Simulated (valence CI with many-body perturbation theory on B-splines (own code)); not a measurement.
## Yb29+: E2, M1 decay

Calculated by relativistic CI+MBPT: five valence electrons over a frozen Dirac-Fock core [Kr], radial functions for each j: 7 s, 7 p, 8 d, 6 f, 4 g, 1 h, with the one-electron correlation potential Σ1 (screened to all orders), the two-electron term Σ2, the three-electron term Σ3, Breit, model QED; selected single and double excitations, second order for the rest, scaled by the run's own slope (own B-spline code, finite nucleus).

The last digits are not significant, and no measured levels were compared; by estimate large intervals hold to a few tenths of a per cent, small ones and those within an open d or f shell to about a per cent. The list stops below the first excitations out of the core.

Lines 51 to 100 of 120 in falling wavelength, among levels below 905850 cm⁻¹, chosen from the decays that carry over 1 % of a level's rate. Wavelengths and rates use the calculated energies. Electric multipoles are in the length gauge, E1 and E2 with the static RPA response of the core. Weak lines are less certain than strong ones. Lines between different terms over intervals too small for the method are left out, as are lines whose strength nearly cancels. Where a level lies close to another of its J and parity, the split of strength between their lines is uncertain.

Levels are named by their leading jj configuration (3d3/2^4 stands for four electrons in 3d with j = 3/2), which in mixed levels can hold well under half, so a name can repeat and another be missing. Letters in brackets count levels of one name in rising energy.

```
λ vac (nm)                        Upper                        Lower  Type   A (s⁻¹)  Branch %
     97.30     (4d3/2^2 4d5/2^3) J=13/2     (4d3/2^3 4d5/2^2) J=11/2    M1  2.74e+03      98.9
     96.00  (4d3/2^3 4d5/2^2) J=7/2 [a]        (4d3/2^4 4d5/2) J=5/2    M1  7.38e+03      93.8
     95.82  (4d3/2^2 4d5/2^3) J=5/2 [a]  (4d3/2^3 4d5/2^2) J=5/2 [a]    M1  3.32e+04      87.9
     95.35  (4d3/2^2 4d5/2^3) J=3/2 [c]  (4d3/2^2 4d5/2^3) J=5/2 [b]    M1  1.66e+03       7.3
     93.28  (4d3/2^3 4d5/2^2) J=3/2 [b]  (4d3/2^3 4d5/2^2) J=5/2 [a]    M1  8.74e+02      18.6
     93.15  (4d3/2^2 4d5/2^3) J=3/2 [a]  (4d3/2^3 4d5/2^2) J=3/2 [a]    M1  1.84e+04      44.1
     93.00  (4d3/2^3 4d5/2^2) J=3/2 [a]        (4d3/2^4 4d5/2) J=5/2    M1  2.18e+04      99.8
     91.82  (4d3/2^2 4d5/2^3) J=3/2 [c]  (4d3/2^2 4d5/2^3) J=3/2 [a]    M1  5.34e+03      23.7
     91.15  (4d3/2^2 4d5/2^3) J=5/2 [d]  (4d3/2^2 4d5/2^3) J=5/2 [b]    M1  4.39e+03      15.2
     89.78  (4d3/2^2 4d5/2^3) J=5/2 [b]  (4d3/2^3 4d5/2^2) J=3/2 [a]    M1  3.00e+03      13.9
     88.88       (4d3/2 4d5/2^4) J=11/2     (4d3/2^2 4d5/2^3) J=13/2    M1  5.48e+03      13.5
     87.80  (4d3/2^2 4d5/2^3) J=7/2 [b]  (4d3/2^3 4d5/2^2) J=5/2 [b]    M1  3.67e+02       4.7
     87.15  (4d3/2^2 4d5/2^3) J=5/2 [b]  (4d3/2^3 4d5/2^2) J=7/2 [a]    M1  6.17e+03      28.5
     87.04  (4d3/2^2 4d5/2^3) J=9/2 [b]      (4d3/2^3 4d5/2^2) J=9/2    M1  1.66e+04      55.5
     86.53  (4d3/2^2 4d5/2^3) J=3/2 [c]  (4d3/2^2 4d5/2^3) J=1/2 [a]    M1  5.15e+03      22.8
     86.42    (4d3/2 4d5/2^4) J=7/2 [a]  (4d3/2^2 4d5/2^3) J=9/2 [a]    M1  1.65e+04      34.9
     85.13  (4d3/2^2 4d5/2^3) J=5/2 [c]  (4d3/2^3 4d5/2^2) J=5/2 [b]    M1  3.30e+02       1.1
     84.81  (4d3/2^2 4d5/2^3) J=3/2 [b]      (4d3/2^3 4d5/2^2) J=1/2    M1  2.28e+03      19.2
     83.57  (4d3/2^2 4d5/2^3) J=7/2 [b]      (4d3/2^3 4d5/2^2) J=9/2    M1  4.19e+03      53.7
     83.41    (4d3/2 4d5/2^4) J=5/2 [a]  (4d3/2^2 4d5/2^3) J=5/2 [a]    M1  4.50e+04      64.8
     83.00  (4d3/2^2 4d5/2^3) J=7/2 [c]  (4d3/2^3 4d5/2^2) J=7/2 [b]    M1  6.45e+03      36.4
     82.61      (4d3/2^3 4d5/2^2) J=9/2        (4d3/2^4 4d5/2) J=5/2    E2  2.19e+00       2.9
     81.51  (4d3/2^2 4d5/2^3) J=7/2 [a]  (4d3/2^3 4d5/2^2) J=5/2 [a]    M1  3.94e+03      21.3
     81.00  (4d3/2^2 4d5/2^3) J=3/2 [b]  (4d3/2^3 4d5/2^2) J=5/2 [b]    M1  3.45e+03      29.1
     80.87       (4d3/2 4d5/2^4) J=11/2  (4d3/2^2 4d5/2^3) J=9/2 [a]    M1  6.99e+03      17.3
     80.04  (4d3/2^2 4d5/2^3) J=9/2 [b]     (4d3/2^3 4d5/2^2) J=11/2    M1  5.68e+03      18.9
     79.68    (4d3/2 4d5/2^4) J=7/2 [a]  (4d3/2^2 4d5/2^3) J=7/2 [a]    M1  1.45e+04      30.6
     78.85  (4d3/2^3 4d5/2^2) J=5/2 [b]        (4d3/2^4 4d5/2) J=5/2    M1  1.37e+02       4.5
     77.76       (4d3/2 4d5/2^4) J=11/2     (4d3/2^2 4d5/2^3) J=11/2    M1  2.43e+04      60.1
     77.22  (4d3/2^2 4d5/2^3) J=1/2 [b]      (4d3/2^3 4d5/2^2) J=1/2    M1  8.46e+03      32.6
     75.88  (4d3/2^2 4d5/2^3) J=9/2 [b]  (4d3/2^3 4d5/2^2) J=7/2 [a]    M1  5.18e+03      17.3
     75.55      (4d3/2^3 4d5/2^2) J=1/2        (4d3/2^4 4d5/2) J=5/2    E2  6.76e+00       1.4
     73.66  (4d3/2^2 4d5/2^3) J=5/2 [d]  (4d3/2^2 4d5/2^3) J=7/2 [a]    M1  1.25e+03       4.3
     73.36  (4d3/2^2 4d5/2^3) J=7/2 [c]  (4d3/2^3 4d5/2^2) J=5/2 [b]    M1  3.35e+03      18.9
     73.23  (4d3/2^2 4d5/2^3) J=7/2 [b]  (4d3/2^3 4d5/2^2) J=7/2 [a]    M1  2.93e+02       3.7
     73.12  (4d3/2^2 4d5/2^3) J=5/2 [c]  (4d3/2^3 4d5/2^2) J=3/2 [a]    M1  4.58e+03      16.0
     71.37  (4d3/2^2 4d5/2^3) J=5/2 [c]  (4d3/2^3 4d5/2^2) J=7/2 [a]    M1  1.19e+04      41.3
     70.59  (4d3/2^2 4d5/2^3) J=9/2 [c]  (4d3/2^3 4d5/2^2) J=7/2 [b]    M1  6.80e+03      64.0
     70.38  (4d3/2^2 4d5/2^3) J=7/2 [c]      (4d3/2^3 4d5/2^2) J=9/2    M1  7.18e+03      40.5
     70.10  (4d3/2^3 4d5/2^2) J=7/2 [b]        (4d3/2^4 4d5/2) J=5/2    M1  6.78e+02      76.9
     70.05  (4d3/2^2 4d5/2^3) J=3/2 [b]  (4d3/2^3 4d5/2^2) J=3/2 [a]    M1  4.22e+03      35.6
     69.53    (4d3/2 4d5/2^4) J=7/2 [a]  (4d3/2^2 4d5/2^3) J=5/2 [a]    M1  1.90e+03       4.0
     69.10  (4d3/2^2 4d5/2^3) J=3/2 [a]  (4d3/2^3 4d5/2^2) J=5/2 [a]    M1  1.44e+04      34.5
     68.30  (4d3/2^2 4d5/2^3) J=3/2 [c]  (4d3/2^3 4d5/2^2) J=3/2 [b]    M1  2.52e+03      11.2
     67.00  (4d3/2^2 4d5/2^3) J=3/2 [c]  (4d3/2^2 4d5/2^3) J=5/2 [a]    M1  2.33e+03      10.3
     66.12  (4d3/2^2 4d5/2^3) J=5/2 [d]  (4d3/2^3 4d5/2^2) J=3/2 [b]    M1  6.04e+03      20.9
     64.90  (4d3/2^2 4d5/2^3) J=5/2 [d]  (4d3/2^2 4d5/2^3) J=5/2 [a]    M1  4.02e+03      13.9
     64.79  (4d3/2^2 4d5/2^3) J=1/2 [b]  (4d3/2^3 4d5/2^2) J=3/2 [a]    M1  1.63e+04      62.8
     59.66    (4d3/2 4d5/2^4) J=5/2 [a]  (4d3/2^3 4d5/2^2) J=5/2 [b]    M1  5.22e+03       7.5
     58.64  (4d3/2^2 4d5/2^3) J=7/2 [b]  (4d3/2^3 4d5/2^2) J=5/2 [a]    M1  1.09e+02       1.4
```
